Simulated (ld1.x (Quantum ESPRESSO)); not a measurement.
Values are calculated unless marked as measured or tabulated.
**Potentials for silicon (Si) compared**

Generated with ld1.x 7.5 (TM, RRKJ, ultrasoft, PAW), atompaw 4.2 or ONCVPSP 4.0.1. The cutoff is in Ry: for ld1.x and atompaw files where the sum of valence levels is converged to 10 mRy in a Bessel basis, for ONCV files where the hardest occupied wave has 1 mHa per electron of residual kinetic energy. The error is the largest all-electron minus pseudo excitation energy over each file’s own four to seven test configurations (ionisations up to +4, promotions, holes and added fractions of an electron), all of which were solved. The labels leave out finer settings (local radius, basis sizes, second energies), which also bear on the numbers. Spin-polarised tests are not counted. The rows are a selection from randomly drawn settings: files with unsolved tests, undetermined cutoffs or missed reference levels are left out.

| potential | cutoff (Ry) | largest error (meV) | bound ghosts |
| --- | --- | --- | --- |
| TM semilocal, BLYP, non-relativistic, rc 1.40/1.85/1.80 (spd), local d, core correction yes, reference 3s2 3p2 | 30 | +59 | none |
| PAW, PBEsol, scalar-relativistic, rc 1.70/2.05/1.65 (spd), local smoothed, core correction yes, reference 3s2 3p1.5 | 10 | -58 | none |
| ultrasoft, PBEsol, scalar-relativistic, rc 1.90/2.25 (sp), local smoothed, core correction yes, reference 3s2 3p2 | 8 | -11 | none |

(1) Fill in the row for Si: TM semilocal, PBE, scalar-relativistic, rc 1.55/1.70/1.45 (spd), local p, core correction yes, reference 3s2 3p2.

(2) Fill in the row for Si: TM, PBE, scalar-relativistic, rc 1.85/1.50/1.70 (spd), local d, core correction yes, reference 3s2 3p2.

Results:

(1) cutoff 15 Ry, largest error +44 meV, bound ghosts: none.

(2) cutoff 30 Ry, largest error +80 meV, bound ghosts: none.
